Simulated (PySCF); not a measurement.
Mean harmonic wavenumber (cm⁻¹) of eight silicon and germanium compounds: PBE-D3(BJ) beside ωB97X-D3(BJ), computed with PySCF for isolated molecules in the bases named; differences from unrounded values. The eight are the first of their class met in an unordered collection, after screening for sound electronic states; none was chosen by its value. Each level has its own optimised geometry.

```tsv
molecule	basis	ωB97X-D3(BJ)	PBE-D3(BJ)	difference
C4H7FSi, SMILES C=C/C=C(\F)[SiH3]	def2-SVP	1252	1199	-53
C3H9FSi2, SMILES F[SiH2]C1([SiH3])CC1	def2-SVP	1220	1165	-55
C3H8FNSi, SMILES C=C[Si@H](F)NC	def2-SVP	1347	1293	-54
CH₃F₃OSi, SMILES O[Si](F)(F)CF	def2-SVP	1070	1027	-43
Ge(H)2(Br)(Me) (CH5BrGe), SMILES [CH3][GeH2][Br]	def2-SVP	1317	1259	-58
Si(CF3)(Cl)2(H) (CHCl₂F₃Si), SMILES FC(F)(F)[SiH](Cl)Cl	def2-SVP	673	633	-40
CH13NSi4, SMILES [SiH3][SiH2][Si@@H](N)C[SiH3]	def2-SVP	1125	1077	-48
ethenyl(silyloxy)silane (C₂H₈OSi₂), SMILES [SiH3]O[SiH2]C=C	def2-SVP	1207	1154	-54
```

PBE-D3(BJ) lies below ωB97X-D3(BJ) in 8 and above it in 0 of the eight; the mean signed difference is -51 and the largest -58 cm⁻¹.
